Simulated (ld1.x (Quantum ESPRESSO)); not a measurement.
**Scattering properties, PAW potential for zirconium (Zr)**

| Item | Value |
| --- | --- |
| Element | zirconium (Zr) |
| Generator | ld1.x (Quantum ESPRESSO) 7.5 |
| Type | PAW |
| Functional | LDA (PZ) |
| Relativity | fully relativistic |
| Frozen core | [Kr] |
| Valence charge | 4 |
| Reference configuration | 4d2 5s1 5p1 |
| Partial waves | 5s (bound): rcut 2.60, rcutus 3.25 bohr; 5s channel at 0.4 Ry: rcut 2.60, rcutus 3.25 bohr; 5p (bound): rcut 3.15, rcutus 3.95 bohr; 5p channel at 1.85 Ry: rcut 3.15, rcutus 3.95 bohr; 4d (bound): rcut 2.25, rcutus 2.80 bohr; 4d channel at 0.7 Ry: rcut 2.25, rcutus 2.80 bohr |
| Local potential | all-electron potential smoothed inside 2.60 bohr (lloc = -2) |
| Core correction | Bessel-smoothed model core inside 1.95 bohr |
| Augmentation charge | PSQ, inside the norm-conserving radii |

Open shells are filled in proportion to 2j + 1 (rel_dist='average').

The phase is arctan(r·u′/u) with u = r·R(r), unwrapped; energies in Ry, scanned from -2 to 5 Ry. A pole is an energy at which the radial function vanishes at the test radius. The pseudo phase is shifted by a multiple of π to meet the all-electron one at the reference energy, and phase errors are pseudo minus all-electron; the curves can meet again beyond the range given. Levels narrower than the energy grid can be missing from the lists of poles.

**Question.** For each channel, where are the poles, and over which energies does the pseudopotential scatter like the atom?

**Answer.**

```json
{"channel": "s", "radius (bohr)": "4.28", "reference energy (Ry)": "-0.39", "poles, all-electron": "0.02, 3.00", "poles, pseudo": "0.02, 2.43, 3.30", "unbroken range about the reference energy with phases within 0.05 rad": "below 2.3", "phase error 1 Ry above the reference energy (rad)": "-0.000"}
{"channel": "p1/2", "radius (bohr)": "4.28", "reference energy (Ry)": "-0.16", "poles, all-electron": "0.55, 3.64", "poles, pseudo": "0.54, 3.25, 4.85", "unbroken range about the reference energy with phases within 0.05 rad": "below 3.3", "phase error 1 Ry above the reference energy (rad)": "-0.002"}
{"channel": "p3/2", "radius (bohr)": "4.28", "reference energy (Ry)": "-0.15", "poles, all-electron": "0.59, 3.72", "poles, pseudo": "0.59, 3.28, 4.85", "unbroken range about the reference energy with phases within 0.05 rad": "below 3.3", "phase error 1 Ry above the reference energy (rad)": "-0.002"}
{"channel": "d3/2", "radius (bohr)": "4.28", "reference energy (Ry)": "-0.36", "poles, all-electron": "-0.28, 1.70", "poles, pseudo": "-0.28, 1.70", "unbroken range about the reference energy with phases within 0.05 rad": "the whole range", "phase error 1 Ry above the reference energy (rad)": "+0.000"}
{"channel": "d5/2", "radius (bohr)": "4.28", "reference energy (Ry)": "-0.35", "poles, all-electron": "-0.27, 1.72", "poles, pseudo": "-0.27, 1.72", "unbroken range about the reference energy with phases within 0.05 rad": "the whole range", "phase error 1 Ry above the reference energy (rad)": "+0.000"}
```

The ghost test of this file was not conclusive.

Phases in the p1/2 channel:

```
E (Ry)  all-electron  pseudo
 -2.00         1.390   1.388
 -1.52         1.355   1.353
 -1.04         1.288   1.287
 -0.56         1.085   1.084
 -0.08        -0.759  -0.759
  0.40        -1.512  -1.513
  0.88        -1.669  -1.671
  1.36        -1.840  -1.842
  1.84        -2.741  -2.741
  2.32        -4.392  -4.402
  2.80        -4.598  -4.615
  3.28        -4.675  -4.718
  3.76        -4.724  -5.087
  4.24        -4.768  -7.758
  4.72        -4.827  -7.841
```
